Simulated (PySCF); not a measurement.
AlF₂H₂N. Atoms are numbered in the order given.

```xyz
6

Al     0.0000     0.0000    -0.0408
F      0.0000     1.4210    -0.8885
F      0.0000    -1.4210    -0.8885
N      0.0000     0.0000     1.7079
H      0.0000    -0.8331     2.2838
H      0.0000     0.8331     2.2838
```

The structure is a stationary point at PBE0-D3(BJ)/def2-SVP. One conformer was computed; it need not be the lowest.

Computed with PBE0/pcSseg-2 in PySCF.

GIAO shieldings, no solvent; atoms alike by connectivity are averaged. δ = σ(ref) − σ: ¹⁹F against CFCl3 (σ = 165.8 ppm); ¹⁵N against NH3 (σ = 263.3 ppm); ¹H against TMS (σ = 31.54 ppm), references at their B3LYP-D3(BJ)/def2-TZVP geometries, non-relativistic.

```csv
atoms,nucleus,count,δ (ppm)
"F2, F3",¹⁹F,2,-216.9
N4,¹⁵N,1,[?]
"H5, H6",¹H,2,0.73
```

Q: Fill in the missing entries. (An estimate is asked for; the answer gives what the named calculation found.)

A: 
- N4, δ (ppm): 0.3
